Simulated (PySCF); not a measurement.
# Fine-structure interval along the 5-electron series

Calculated with PySCF 2.14 and a two-component X2C-1e Hamiltonian (Gaussian nucleus, no Breit or QED terms), each ion in its own even-tempered basis scaled to its charge; GMP2 freezes nothing and drops the highest virtual spinors. Values in cm⁻¹.

```json
{"ion": "Ti(17+)", "configuration": "[He] 2s2 2p1", "GHF (screened spin-orbit)": "59835", "GMP2 (screened spin-orbit)": "58696", "GHF (bare spin-orbit)": "65798"}
{"ion": "V(18+)", "configuration": "[He] 2s2 2p1", "GHF (screened spin-orbit)": "72711", "GMP2 (screened spin-orbit)": "71494", "GHF (bare spin-orbit)": "79633"}
{"ion": "Cr(19+)", "configuration": "[He] 2s2 2p1", "GHF (screened spin-orbit)": "87600", "GMP2 (screened spin-orbit)": "86291", "GHF (bare spin-orbit)": "95579"}
{"ion": "Mn(20+)", "configuration": "[He] 2s2 2p1", "GHF (screened spin-orbit)": "104700", "GMP2 (screened spin-orbit)": "103290", "GHF (bare spin-orbit)": "113850"}
```

Between Z = 22 and Z = 25 the GHF (bare spin-orbit) value grows as Z to the power 4.29.
